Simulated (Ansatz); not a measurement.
# Nudged elastic band run: Cl2F5HMo

The input (input.yaml):

```yaml
crystal:
  periodic: [false, false, false]
  atoms:
    - { symbol: Mo, position_ang: [-0.113593, -0.215195, -0.130132] }
    - { symbol: Cl, position_ang: [-0.000421, -0.105706, 2.186168] }
    - { symbol: Cl, position_ang: [2.149991, -0.304501, -0.338755] }
    - { symbol: F, position_ang: [-0.126262, 1.625129, -0.236776] }
    - { symbol: F, position_ang: [-1.966167, -0.170983, -0.00865] }
    - { symbol: F, position_ang: [-0.223321, -2.058326, -0.042827] }
    - { symbol: F, position_ang: [-0.305699, -0.304094, -1.969207] }
    - { symbol: F, position_ang: [2.053941, 2.222991, 1.669659] }
    - { symbol: H, position_ang: [1.441231, 1.779187, 2.222821] }
basis:
  gaussian: { orbitals: def2-SVP }
hamiltonian:
  xc: pbe
  dispersion: d4
neb:
  order_check: false
  images: 9
  f_tol: 0.05
  max_iterations: 60
  final_atoms:
    - { symbol: Mo, position_ang: [0.31527669, 0.23514625, -0.46278823] }
    - { symbol: Cl, position_ang: [-0.17217395, 0.00928382, 3.68128665] }
    - { symbol: Cl, position_ang: [2.34034851, -0.13536651, -1.4541532] }
    - { symbol: F, position_ang: [0.1146581, 1.81468128, -1.39791217] }
    - { symbol: F, position_ang: [-1.31124301, 0.55673796, 0.35455096] }
    - { symbol: F, position_ang: [0.46425732, -1.32597165, 0.50379754] }
    - { symbol: F, position_ang: [-0.56612206, -0.66979796, -1.8047873] }
    - { symbol: F, position_ang: [1.13072183, 1.1697802, 0.92464138] }
    - { symbol: H, position_ang: [0.59397657, 0.81400861, 3.00766537] }
  initial_path:
    images:
      - { positions_ang: [[-0.113593, -0.215195, -0.130132], [-0.000421, -0.105706, 2.186168], [2.149991, -0.304501, -0.338755], [-0.126262, 1.625129, -0.236776], [-1.966167, -0.170983, -0.00865], [-0.223321, -2.058326, -0.042827], [-0.305699, -0.304094, -1.969207], [2.053941, 2.222991, 1.669659], [1.441231, 1.779187, 2.222821]] }
      - { positions_ang: [[-0.093109, -0.17322998, -0.10128031], [0.01114391, -0.07480103, 2.28347243], [2.17959594, -0.24775412, -0.28002886], [-0.10107096, 1.65294789, -0.19386539], [-1.92904386, -0.13550089, 0.00498527], [-0.18306464, -2.00165345, -0.02416643], [-0.25592015, -0.25156077, -1.92634916], [1.91800799, 2.06151955, 1.45622282], [1.36316077, 1.63853479, 2.13331063]] }
      - { positions_ang: [[-0.072625, -0.13126496, -0.07242862], [0.02270882, -0.04389606, 2.38077685], [2.20920087, -0.19100723, -0.22130272], [-0.07587991, 1.68076678, -0.15095478], [-1.89192073, -0.10001878, 0.01862055], [-0.14280828, -1.9449809, -0.00550586], [-0.2061413, -0.19902753, -1.88349132], [1.78207498, 1.90004811, 1.24278663], [1.28509054, 1.49788259, 2.04380026]] }
      - { positions_ang: [[-0.05214099, -0.08929994, -0.04357693], [0.03427374, -0.01299109, 2.47808128], [2.23880581, -0.13426035, -0.16257657], [-0.05068887, 1.70858567, -0.10804417], [-1.85479759, -0.06453667, 0.03225582], [-0.10255192, -1.88830836, 0.01315472], [-0.15636245, -0.1464943, -1.84063348], [1.64614198, 1.73857666, 1.02935045], [1.20702031, 1.35723038, 1.95428989]] }
      - { positions_ang: [[-0.03165699, -0.04733492, -0.01472524], [0.04583865, 0.01791388, 2.5753857], [2.26841074, -0.07751347, -0.10385043], [-0.02549782, 1.73640456, -0.06513357], [-1.81767445, -0.02905456, 0.0458911], [-0.06229556, -1.83163581, 0.03181529], [-0.1065836, -0.09396107, -1.79777564], [1.51020897, 1.57710521, 0.81591427], [1.12895008, 1.21657818, 1.86477952]] }
      - { positions_ang: [[-0.01117299, -0.00536991, 0.01412645], [0.05740356, 0.04881884, 2.67269013], [2.29801568, -0.02076659, -0.04512429], [-0.00030678, 1.76422345, -0.02222296], [-1.78055132, 0.00642755, 0.05952637], [-0.0220392, -1.77496326, 0.05047586], [-0.05680476, -0.04142783, -1.7549178], [1.37427596, 1.41563376, 0.60247808], [1.05087985, 1.07592597, 1.77526915]] }
      - { positions_ang: [[0.05411695, 0.04273333, -0.08125648], [0.01148806, 0.04091184, 2.87440944], [2.30648224, -0.04368657, -0.32693007], [0.0226862, 1.77431502, -0.2973608], [-1.68668966, 0.11648963, 0.11853129], [0.0752201, -1.68516494, 0.1411402], [-0.15866822, -0.16710186, -1.7648917], [1.32556513, 1.36646305, 0.66691074], [0.95949919, 1.0235425, 2.02174839]] }
      - { positions_ang: [[0.11940688, 0.09083656, -0.17663942], [-0.03442744, 0.03300483, 3.07612874], [2.31494881, -0.06660655, -0.60873585], [0.04567917, 1.78440658, -0.57249864], [-1.592828, 0.22655171, 0.17753621], [0.17247941, -1.59536662, 0.23180453], [-0.26053168, -0.29277588, -1.7748656], [1.27685431, 1.31729234, 0.7313434], [0.86811854, 0.97115903, 2.26822764]] }
      - { positions_ang: [[0.18469682, 0.13893979, -0.27202236], [-0.08034295, 0.02509783, 3.27784804], [2.32341538, -0.08952654, -0.89054164], [0.06867215, 1.79449815, -0.84763648], [-1.49896633, 0.33661379, 0.23654112], [0.26973871, -1.5055683, 0.32246887], [-0.36239514, -0.41844991, -1.7848395], [1.22814348, 1.26812163, 0.79577606], [0.77673788, 0.91877556, 2.51470688]] }
      - { positions_ang: [[0.24998676, 0.18704302, -0.36740529], [-0.12625845, 0.01719082, 3.47956735], [2.33188194, -0.11244652, -1.17234742], [0.09166513, 1.80458972, -1.12277432], [-1.40510467, 0.44667588, 0.29554604], [0.36699802, -1.41576997, 0.4131332], [-0.4642586, -0.54412393, -1.7948134], [1.17943266, 1.21895092, 0.86020872], [0.68535722, 0.86639208, 2.76118612]] }
      - { positions_ang: [[0.31527669, 0.23514625, -0.46278823], [-0.17217395, 0.00928382, 3.68128665], [2.34034851, -0.13536651, -1.4541532], [0.1146581, 1.81468128, -1.39791217], [-1.31124301, 0.55673796, 0.35455096], [0.46425732, -1.32597165, 0.50379754], [-0.56612206, -0.66979796, -1.8047873], [1.13072183, 1.1697802, 0.92464138], [0.59397657, 0.81400861, 3.00766537]] }
```

Command:

```bash
$ ansatz run input.yaml --threads 4 --pin off --max-ram 5120MiB --backend cpu --events-out ev --progress --plain --runs-dir out
```

Output, in part (warnings, iteration lines, the closing report on the highest movable image, with atoms numbered from 0):

```
NEB end point (image 0): max|allowed force component| = 9.982e-3 eV/Å (the criterion of neb.relax_end_points is 1.000e-2)
NEB end point (image 10): max|allowed force component| = 2.220e-2 eV/Å (the criterion of neb.relax_end_points is 1.000e-2)
NEB iter   1: max|band force component| = 1.400e1 eV/Å  barrier→ = 9.1548 eV  barrier← = 9.5843 eV  Δτ_max = 0.2000 Å  (914 SCF iters)
NEB iter   2: max|band force component| = 5.664e0 eV/Å  barrier→ = 3.9989 eV  barrier← = 4.4284 eV  Δτ_max = 0.1945 Å  (394 SCF iters)
NEB iter   3: max|band force component| = 3.245e0 eV/Å  barrier→ = 2.1663 eV  barrier← = 2.5958 eV  Δτ_max = 0.1968 Å  (387 SCF iters)
NEB iter   4: max|band force component| = 1.800e0 eV/Å  barrier→ = 1.1819 eV  barrier← = 1.6114 eV  Δτ_max = 0.1566 Å  (365 SCF iters)
NEB iter   5: max|band force component| = 9.811e-1 eV/Å  barrier→ = 0.8345 eV  barrier← = 1.2640 eV  Δτ_max = 0.1223 Å  (348 SCF iters)
NEB iter   6: max|band force component| = 4.128e-1 eV/Å  barrier→ = 0.7706 eV  barrier← = 1.2002 eV  CI = image 5  Δτ_max = 0.1994 Å  (333 SCF iters)
NEB iter   7: max|band force component| = 5.204e-1 eV/Å  barrier→ = 0.7568 eV  barrier← = 1.1863 eV  CI = image 5  Δτ_max = 0.1014 Å  (341 SCF iters)
NEB iter   8: max|band force component| = 4.371e-1 eV/Å  barrier→ = 0.7131 eV  barrier← = 1.1427 eV  CI = image 5  Δτ_max = 0.1016 Å  (344 SCF iters)
NEB iter   9: max|band force component| = 5.438e-1 eV/Å  barrier→ = 0.6374 eV  barrier← = 1.0669 eV  CI = image 5  Δτ_max = 0.0498 Å  (343 SCF iters)
NEB iter  10: max|band force component| = 3.053e-1 eV/Å  barrier→ = 0.5972 eV  barrier← = 1.0267 eV  CI = image 5  Δτ_max = 0.1002 Å  (308 SCF iters)
NEB iter  11: max|band force component| = 2.336e-1 eV/Å  barrier→ = 0.5152 eV  barrier← = 0.9448 eV  CI = image 5  Δτ_max = 0.2000 Å  (327 SCF iters)
NEB iter  12: max|band force component| = 2.048e-1 eV/Å  barrier→ = 0.3896 eV  barrier← = 0.8192 eV  CI = image 5  Δτ_max = 0.1983 Å  (342 SCF iters)
NEB iter  13: max|band force component| = 2.274e-1 eV/Å  barrier→ = 0.3707 eV  barrier← = 0.8002 eV  CI = image 5  Δτ_max = 0.0996 Å  (330 SCF iters)
NEB iter  14: max|band force component| = 4.135e-1 eV/Å  barrier→ = 0.3567 eV  barrier← = 0.7862 eV  CI = image 5  Δτ_max = 0.0499 Å  (319 SCF iters)
NEB iter  15: max|band force component| = 2.260e-1 eV/Å  barrier→ = 0.3549 eV  barrier← = 0.7844 eV  CI = image 5  Δτ_max = 0.0500 Å  (308 SCF iters)
NEB iter  16: max|band force component| = 1.436e-1 eV/Å  barrier→ = 0.3534 eV  barrier← = 0.7829 eV  CI = image 5  Δτ_max = 0.0500 Å  (302 SCF iters)
NEB iter  17: max|band force component| = 1.316e-1 eV/Å  barrier→ = 0.3534 eV  barrier← = 0.7829 eV  CI = image 5  Δτ_max = 0.0498 Å  (302 SCF iters)
NEB iter  18: max|band force component| = 6.596e-2 eV/Å  barrier→ = 0.3531 eV  barrier← = 0.7826 eV  CI = image 5  Δτ_max = 0.1018 Å  (301 SCF iters)
NEB iter  19: max|band force component| = 1.104e-1 eV/Å  barrier→ = 0.3519 eV  barrier← = 0.7814 eV  CI = image 5  Δτ_max = 0.0498 Å  (305 SCF iters)
NEB iter  20: max|band force component| = 7.791e-2 eV/Å  barrier→ = 0.3501 eV  barrier← = 0.7797 eV  CI = image 5  Δτ_max = 0.0500 Å  (297 SCF iters)
NEB iter  21: max|band force component| = 4.823e-2 eV/Å  barrier→ = 0.3480 eV  barrier← = 0.7775 eV  CI = image 5  Δτ_max = 0.0454 Å  (300 SCF iters)
NEB iter  22: max|band force component| = 1.253e-1 eV/Å  barrier→ = 0.3454 eV  barrier← = 0.7749 eV  CI = image 5  Δτ_max = 0.0503 Å  (34 SCF iters)
NEB iter  23: max|band force component| = 1.122e-1 eV/Å  barrier→ = 0.3431 eV  barrier← = 0.7726 eV  CI = image 5  Δτ_max = 0.0500 Å  (308 SCF iters)
NEB iter  24: max|band force component| = 5.419e-2 eV/Å  barrier→ = 0.3408 eV  barrier← = 0.7703 eV  CI = image 5  Δτ_max = 0.0987 Å  (303 SCF iters)
NEB iter  25: max|band force component| = 1.522e-1 eV/Å  barrier→ = 0.3398 eV  barrier← = 0.7693 eV  CI = image 5  Δτ_max = 0.0345 Å  (317 SCF iters)
NEB iter  26: max|band force component| = 7.356e-2 eV/Å  barrier→ = 0.3396 eV  barrier← = 0.7691 eV  CI = image 5  Δτ_max = 0.0503 Å  (297 SCF iters)
NEB iter  27: max|band force component| = 1.229e-1 eV/Å  barrier→ = 0.3397 eV  barrier← = 0.7692 eV  CI = image 5  Δτ_max = 0.0249 Å  (294 SCF iters)
NEB iter  28: max|band force component| = 3.601e-2 eV/Å  barrier→ = 0.3399 eV  barrier← = 0.7694 eV  CI = image 5  Δτ_max = 0.0000 Å  (770 SCF iters)
Total energy: -40467.43407511 eV, -1487.1507724484 hartree
Atom 0 at     0.156654     0.179210    -0.115849 Å, force     0.004866    -0.004917     0.000525 eV/Å
Atom 1 at     0.626979    -0.510054     2.521898 Å, force    -0.005093    -0.006710     0.000933 eV/Å
Atom 2 at     2.401177    -0.156478    -0.199834 Å, force     0.000869    -0.000631    -0.000556 eV/Å
Atom 3 at    -0.046729     1.771518    -1.032943 Å, force    -0.001420     0.000038     0.000668 eV/Å
Atom 4 at    -1.478189     0.548824     0.651408 Å, force    -0.000066     0.001518     0.001116 eV/Å
Atom 5 at    -0.354412    -1.590214     0.068618 Å, force     0.001875    -0.000800    -0.000811 eV/Å
Atom 6 at     0.046048    -0.386658    -1.876418 Å, force    -0.002634     0.000659    -0.000286 eV/Å
Atom 7 at     0.750199     1.705173     1.197215 Å, force     0.000747    -0.009247     0.017366 eV/Å
Atom 8 at     0.807972     0.907182     2.138206 Å, force     0.000856     0.020091    -0.018955 eV/Å
Dipole moment:     0.230682    -0.009207     0.094866 e Å
```

The run converged. The band force fell under the threshold earlier too, but the program's further tests of the path sent the band on. The profile has 2 maxima (images 3, 5) with wells between them (image 4): this band takes more than one step, which may be the mechanism or a detour left from its start path. A vibrational analysis at the climbing image gives one clearly imaginary mode, 275i cm⁻¹: a first-order saddle point. The orbitals stay closed-shell, which can raise the energy where a bond breaks towards radicals; this wasn't checked here.

Final band (atoms are numbered from 1 in the order of the input):

| image | path coordinate (Å) | energy (eV) | Mo1–Cl2 (Å) | F8–H9 (Å) | Mo1–F8 (Å) |
| --- | --- | --- | --- | --- | --- |
| 0 | 0.00 | 0.00 | 2.32 | 0.94 | 3.73 |
| 1 | 0.83 | 0.02 | 2.32 | 0.94 | 3.84 |
| 2 | 1.67 | 0.10 | 2.33 | 0.94 | 3.63 |
| 3 | 2.50 | 0.30 | 2.38 | 0.94 | 3.03 |
| 4 | 3.33 | 0.27 | 2.54 | 1.01 | 2.31 |
| 5 | 4.17 | 0.34 | 2.77 | 1.24 | 2.10 |
| 6 | 4.96 | 0.01 | 3.37 | 1.79 | 1.90 |
| 7 | 5.75 | -0.28 | 3.87 | 1.92 | 1.87 |
| 8 | 6.55 | -0.43 | 4.33 | 2.17 | 1.86 |
| 9 | 7.34 | -0.43 | 4.25 | 2.14 | 1.86 |
| 10 | 8.13 | -0.43 | 4.18 | 2.18 | 1.86 |

The run took 7.8 min on 4 threads of Arm Neoverse V2 (shared host), peak memory 0.23 GiB.
